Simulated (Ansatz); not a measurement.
Gas-phase electronic energies from Ansatz, PBE0-D4/def2-TZVP geometries. CCSD(T)/CBS adds triple-zeta CCSD(T) − MP2 to the extrapolated MP2 energy (def2 sets, frozen cores). This one scheme is used for every species. Functionals use def2-TZVPP. B3LYP here is the variant with VWN-RPA as its local correlation; programs differ in this. One conformer a species, not always the lowest.

`C=C(F)[SiH2][AlH2]` + H₂O → `C=C(O)F` + `[AlH2][SiH3]`  (formal hydrolysis of a C–Si bond)

```csv
level,ΔE (kJ/mol),difference from CCSD(T)/CBS
PBE-D4,26.6,-16.3
r2SCAN-D4,22.6,-20.3
PBE0-D4,25.7,-17.2
B3LYP-D4,29.4,-13.5
ωB97X-V,24.5,-18.4
ωB97M-V,28.5,-14.4
B2PLYP,27.9,-15.0
PBE,21.4,-21.5
r2SCAN,21.1,-21.8
PBE0,20.9,-22.0
B3LYP,20.9,-22.0
HF/def2-TZVPP,14.4,-28.5
MP2/def2-TZVPP,38.8,-4.1
SCS-MP2/def2-TZVPP,34.9,-8.0
CCSD/def2-TZVPP,31.9,-11.0
CCSD(T)/def2-TZVPP,34.4,-8.5
HF/def2-QZVPP,15.5,-27.4
MP2/def2-QZVPP,44.1,1.2
SCS-MP2/def2-QZVPP,40.1,-2.8
HF/CBS(def2),15.7,-27.2
MP2/CBS(def2),47.4,4.5
CCSD/CBS(def2),40.5,-2.4
CCSD(T)/CBS,42.9,0
```

Largest T1 diagnostic among the species: 0.013.

The D4 term adds +8.5 kJ/mol with B3LYP and +4.8 kJ/mol with PBE0; it sums over pairs of atoms, weighted by their polarisabilities, and B3LYP, whose exchange is more repulsive, gets the larger term. In def2-TZVPP, CCSD(T) changes the Hartree–Fock value by +20.0 kJ/mol (the triples alone add +2.5 kJ/mol) and MP2 by +24.5 kJ/mol.
